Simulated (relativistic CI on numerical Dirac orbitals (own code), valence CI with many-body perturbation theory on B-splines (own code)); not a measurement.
## Si I: a short configuration list, a large CI and many-body theory against measured levels

Six calculations, all with the Dirac-Coulomb Hamiltonian. A to C use 16 configurations on KLI orbitals optimised for each, with Breit and QED terms: A ab initio, B with Slater integrals scaled by 0.85, C with the P86 correlation functional added as well. Their list is 3s2.3p2, 3s.3p3, 3s2.3p.4s, 3s2.3p.4p, 3s2.3p.5s, 3s2.3p.4d, 3s2.3p.5p, 3s2.3p.3d, 3s2.3d2, 3p4, 3s2.4s2, 3s2.3p.4f, 3s2.3p.5d, 3s2.3p.5f, 3s2.4s.4p, 3s.3p2.3d. D to F correlate the 4 valence electrons outside the frozen Dirac-Fock core [Ne] of the bare core ion, in 81 B-spline orbitals (521,998 selected states over all symmetries, the rest in second order). F holds the one-electron core-valence potential Σ₁, the screening Σ₂ of the valence interaction, a three-electron term, Breit and QED; D (none of these) and E (Σ₁ alone) are solved again in the space of F. The core's calculated polarisability is 0.162 bohr³.

Computed minus measured energy above the ground level, in cm⁻¹, for 13 of the 19 excited levels that pair with a measured one in all six and keep their character from D to F (pairs that miss by over 12,000 cm⁻¹ in F, or 15,000 in both A and B, are taken as false; terms as labelled in the source; one J of a term; all of one parity):

```tsv
Configuration	Term	J	Measured	A	B	C	D	E	F
3s2.3p2	3P	1	77	-7	-5	-5	8	15	11
3s2.3p2	1D	2	6299	2239	990	989	82	159	50
3s2.3p2	1S	0	15394	-681	-2196	-2122	98	256	87
3s2.3p.4p	1P	1	47284	1064	-460	3970	-35	573	28
3s2.3p.4p	3D	1	48020	958	-667	3760	-27	578	32
3s2.3p.4p	3P	0	49028	888	-861	3559	-65	541	15
3s2.3p.4p	3S	1	49400	935	-866	3555	-24	588	31
3s2.3p.4p	1D	2	50189	1030	-916	3519	-32	585	38
3s2.3p.4p	1S	0	51612	1152	-1018	3452	-27	584	33
3s2.3p.5p	1P	1	56780	430	-1272	4344	-43	606	22
3s2.3p.5p	3D	2	57018	389	-1340	4279	-48	603	23
3s2.3p.5p	3P	0	57296	374	-1394	4227	-71	576	-3
3s2.3p.5p	1S	0	58312	1080	-825	4707	-36	615	27
```

Mean absolute errors, in cm⁻¹:

| Levels | A | B | C | D | E | F |
| --- | --- | --- | --- | --- | --- | --- |
| all, 19 | 807 | 906 | 3233 | 42 | 486 | 30 |
| 3s2.3p2, 4 | 737 | 801 | 783 | 52 | 116 | 41 |
| 3s2.3p.4p, 10 | 973 | 784 | 3646 | 36 | 576 | 30 |
| 3s2.3p.5p, 5 | 532 | 1233 | 4368 | 49 | 603 | 20 |

Measured levels: NIST Handbook of Basic Atomic Spectroscopic Data (Sansonetti and Martin, J. Phys. Chem. Ref. Data 34, 1559 (2005)). The scale of B and the settings of D to F were settled with such spectra in view, so this is no blind test.

From closest to farthest the columns rank F (30), D (42), E (486), A (807), B (906), C (3233); over all 48 levels that F pairs, its error is 36. Inside the ground configuration the errors are A 737, B 801, C 783, D 52, E 116, F 41. The configuration that the core terms move most is 3s2.3p.5p: its mean error is -49 in D, and Σ₁, Σ₂, the three-electron term, and Breit with QED change it by +652, -534, -46 and -5, to +18 in F. Σ₁ and Σ₂ work against each other here, so neither should be used alone. The largest residue of F is in 3s2.3p2 (41). The run behind D to F took about 10 min of CPU with its rates, the short lists 2 s (one thread, shared hosts). The ionisation energy is 8.142 eV in D, 8.224 in E and 8.154 in F, against 8.152 eV in NIST ASD (measured).
